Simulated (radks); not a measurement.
Charge is removed step by step from the 5s down level of neutral barium, starting from [Kr] 4d10 5s(up 1, down 1) 5p6 6s2. Calculated with a radial shooting solver on a logarithmic mesh with Libxc functionals: scalar-relativistic Kohn-Sham, BLYP, spin-polarised, spherical densities, point nucleus.

removed (e)  E - E(0) (eV)  eigenvalue (eV)  E minus straight line (eV)
0                    0.000          -33.417                       0.000
0.1                  3.388          -34.366                      -0.447
0.2                  6.872          -35.330                      -0.798
0.3                 10.453          -36.309                      -1.052
0.4                 14.132          -37.302                      -1.207
0.5                 17.912          -38.308                      -1.263
0.6                 21.792          -39.326                      -1.217
0.7                 25.775          -40.355                      -1.069
0.8                 29.861          -41.395                      -0.817
0.9                 34.052          -42.445                      -0.461
1                   38.349          -43.506                       0.000

Removing the whole electron costs 38.349 eV by Delta-SCF, against 33.417 eV from minus the eigenvalue at the starting occupation. Slater's transition state (half an electron removed) gives 38.308 eV. Integrating minus the eigenvalue over the occupation (Janak's theorem) gives 38.359 eV. In this scalar-relativistic scheme the density is built from large components alone, so the theorem holds only approximately. The mean slope of the eigenvalue, de/dn, is 10.1 eV per electron.
